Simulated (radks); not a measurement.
Numerical settings for neutral erbium, [Xe] 4f12 6s2. Calculated with a radial shooting solver on a logarithmic mesh with Libxc functionals: Dirac Kohn-Sham, PBE, spin-unpolarised, spherical densities, point nucleus; open shells fill j = l - 1/2 first. The defaults (mesh step 0.008 in ln r, mesh end at 40 bohr or more with all orbitals vanishing there, Anderson mixing 0.5 over 9 steps, residual threshold near 1e-9 with the energy settled to 1e-9 hartree or 1e-11 of itself, here a cap of 99 iterations) give E = -13099.7511 hartree and 4f7/2 at -2.601 eV in 18 iterations. Run on one thread of a shared host, so times are rough (Arm Neoverse V2): 0.19 s of CPU time, 0.19 s wall, 18 iterations on 2728 mesh points. Changes against that run (0 stands for a change within the tolerance of the run):

setting                    iterations         converged  E (mhartree)  e(4f7/2) (meV)  CPU (s)
mesh step in ln r 0.005            18               yes             0               0     0.29
mesh step in ln r 0.05             18               yes       -0.0436         -0.0429     0.04
mesh step in ln r 0.03             18               yes             0               0     0.06
mesh end (bohr) 2                  14  level above zero     +1.94e+04       +6.29e+04     0.12
mesh end (bohr) 12                 17               yes        +0.308           +29.4     0.17
residual threshold 1e-16           99                no             0               0      0.5
residual threshold 0.1             11               yes             0           -1.59     0.14
mixing 0.01                        99               yes             0               0      1.1
linear mixing, mixing 0.5          99                no     +2.64e+04       -2.02e+05      1.5
linear mixing, mixing 0.8          99                no     +7.08e+04       -4.06e+05      2.9
mixing history 20                  24               yes             0               0     0.23
iteration cap 8                     8                no      +0.00548           -20.8     0.11

Settled on a wrong energy, with an occupied level pushed above zero by the early mesh end: mesh end (bohr) 2 (+19.4 hartree). Apart from these: no run marked as converged misses the energy by more than 1 mhartree. A mesh that ends early acts as a hard wall.
